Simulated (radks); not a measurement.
The chlorine ion Cl2+ inside a hard spherical wall (all orbitals vanish at R), configuration held at [Ne] 3s2 3p3 and not refilled when levels cross. All-electron calculation, scalar-relativistic Kohn-Sham, PBE, spin-polarised, spherical densities, point nucleus; open shells are filled with parallel spins first. Program: a radial shooting solver on a logarithmic mesh with Libxc functionals. Eigenvalues in eV for spin up, with the zero of energy where the potential of the charges vanishes at infinity; a dash marks a level that is unbound or too diffuse for the functional's potential to be trusted. A positive occupied level is held by the wall or, in an anion where self-interaction has pushed it up, behind a barrier. The pressure on the wall is -dE/dV.

| R (bohr) | E (hartree) | kinetic (hartree) | e(2s) | e(2p) | e(3s) | e(3p) | e(3d, empty) | e(4s, empty) | pressure (GPa) |
|---|---|---|---|---|---|---|---|---|---|
| free | -460.09360 | 462.239 | -280.47 | -219.60 | -46.405 | -33.089 | -15.026 | -12.902 | 0 |
| 20 | -460.09360 | 462.239 | -280.47 | -219.60 | -46.405 | -33.089 | -15.026 | -12.902 | < 0.0001 |
| 8 | -460.09360 | 462.239 | -280.47 | -219.60 | -46.405 | -33.089 | -15.023 | -12.831 | < 0.0001 |
| 6 | -460.09345 | 462.242 | -280.46 | -219.59 | -46.398 | -33.082 | -14.948 | -11.970 | 0.0271 |
| 4 | -460.06530 | 462.492 | -279.60 | -218.72 | -45.842 | -32.413 | -13.332 | -2.523 | 10.3 |
| 3.5 | -459.99638 | 462.969 | -278.19 | -217.30 | -44.884 | -31.239 | -11.394 | 6.390 | 45.4 |
| 2 | -456.43960 | 476.676 | -252.66 | -191.24 | -16.590 | 0.809 | 23.364 | 144.88 | 5300 |
